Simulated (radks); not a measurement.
Values are calculated unless marked as measured or tabulated.
Q: All-electron atom: Sb20+ in [Ar] 3d10 4s2 4p1 (the NIST ground configuration). Code: a radial shooting solver on a logarithmic mesh with Libxc functionals. Model: Dirac Kohn-Sham, PW91, spin-unpolarised, spherical densities, point nucleus; open shells are shared between the two j in proportion to 2j + 1. Some entries of the table are withheld. Estimate them.

orbital,occ.,eigenvalue (eV),r(max) (bohr)
1s1/2,2,-30866.73,0.01834
2s1/2,2,-5175.164,0.1037
2p1/2,2,(1),0.07976
2p3/2,4,(2),0.08436
3s1/2,2,-1441.942,0.2982
3p1/2,2,-1321.898,0.2843
3p3/2,4,-1273.940,0.2944
3d3/2,4,-1063.728,0.2393
3d5/2,6,-1053.583,0.2422
4s1/2,2,(3),0.6743
4p1/2,0.333333,-570.4551,(4)
4p3/2,0.666667,-557.4863,(5)

A: 
(1) 2p1/2 eigenvalue (eV): -4880.932
(2) 2p3/2 eigenvalue (eV): -4628.307
(3) 4s1/2 eigenvalue (eV): -616.0072
(4) 4p1/2 r(max) (bohr): 0.6822
(5) 4p3/2 r(max) (bohr): 0.6996
